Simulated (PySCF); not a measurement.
PySCF 2.14 output of an unrestricted revPBE calculation on a single atom or ion in aug-cc-pwCVTZ-DK with one added diffuse shell each of s, p, d, f, g type (11s10p8d5f4g, 152 functions), with scalar relativity by spin-free X2C-1e:

```
SCF conv_tol = 1e-09
number electrons alpha = 14  beta = 9
    Y. Zhang and W. Yang.,  Phys. Rev. Lett. 80, 890 (1998)
    J. P. Perdew, K. Burke, and M. Ernzerhof.,  Phys. Rev. Lett. 77, 3865 (1996)
    J. P. Perdew, K. Burke, and M. Ernzerhof.,  Phys. Rev. Lett. 78, 1396 (1997)
cycle= 1 E= -1157.32154458238  delta_E= -0.0159  |g|= 0.0324  |ddm|= 0.832
cycle= 2 E= -1157.32162678956  delta_E= -8.22e-05  |g|= 0.0237  |ddm|= 0.11
cycle= 3 E= -1157.32171115389  delta_E= -8.44e-05  |g|= 0.0053  |ddm|= 0.0591
cycle= 4 E= -1157.32171474909  delta_E= -3.6e-06  |g|= 0.000188  |ddm|= 0.0112
cycle= 5 E= -1157.32171475473  delta_E= -5.64e-09  |g|= 1.16e-05  |ddm|= 0.000689
cycle= 6 E= -1157.32171475476  delta_E= -2.77e-11  |g|= 1.31e-06  |ddm|= 4.08e-05
converged SCF energy = -1157.32171475476  <S^2> = 8.7502744  2S+1 = 6.0000915
```

The run itself started from symmetry-adapted Hartree-Fock orbitals and held the occupation by maximum overlap, on a logarithmic radial grid, so the iterations belong to that start.

**Question.** Which element, charge and spin multiplicity is this?

**Answer.** Mn²⁺ (manganese, charge +2), multiplicity 6; the state was [Ar] 3d4 4s1, high-spin 6D determinant (an excited configuration).
